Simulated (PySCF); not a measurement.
Isomers of C5H4NOP, mass 125.003 u with the commonest isotopes. Level of theory: PBE0/def2-SVPD in PySCF (dipole) on a GFN2-xTB geometry, gas phase. One conformer each, none proved a minimum here; rigid rotors.

Question: Order these by rotational constant B, smallest first.
A. `Cc1oc(C#N)cp1`
B. `[O:1]=[CH:2][c:3]1[cH:4][cH:5][n:6][cH:7][p:8]1` with O1–C2–C3–C4 0°
C. `[O:1]=[CH:2][c:3]1[n:4][cH:5][cH:6][cH:7][p:8]1` with O1–C2–C3–N4 180°

Answer: A (1252 MHz), B (1464 MHz), C (1559 MHz).

Question: Order these by rotational constant C, smallest first.
A. `[O:1]=[CH:2][c:3]1[n:4][cH:5][cH:6][cH:7][p:8]1` with O1–C2–C3–N4 180°
B. `[O:1]=[CH:2][c:3]1[cH:4][cH:5][n:6][cH:7][p:8]1` with O1–C2–C3–C4 0°
C. `CC1=PC=C(C#N)O1`

Answer: C (948.1 MHz), B (1030 MHz), A (1093 MHz).

Question: Order these by rotational constant A, smallest first.
A. `Cc1oc(C#N)cp1`
B. `[O:1]=[CH:2][c:3]1[n:4][cH:5][cH:6][cH:7][p:8]1` with O1–C2–C3–N4 180°
C. `[O:1]=[CH:2][c:3]1[cH:4][cH:5][n:6][cH:7][p:8]1` with O1–C2–C3–C4 0°

Answer: C (3479 MHz), B (3655 MHz), A (3816 MHz).

```tsv
SMILES	point group	Ia (u·Å²)	Ib (u·Å²)	Ic (u·Å²)	κ	μa (D)	μb (D)	μc (D)
Cc1oc(C#N)cp1	Cs	132.45	403.73	533.06	-0.79	3.93	0.13	0.01
O=Cc1ccncp1	Cs	145.27	345.24	490.50	-0.65	1.35	0.49	0.00
O=Cc1ncccp1	Cs	138.27	324.19	462.47	-0.64	4.23	0.37	0.00
```
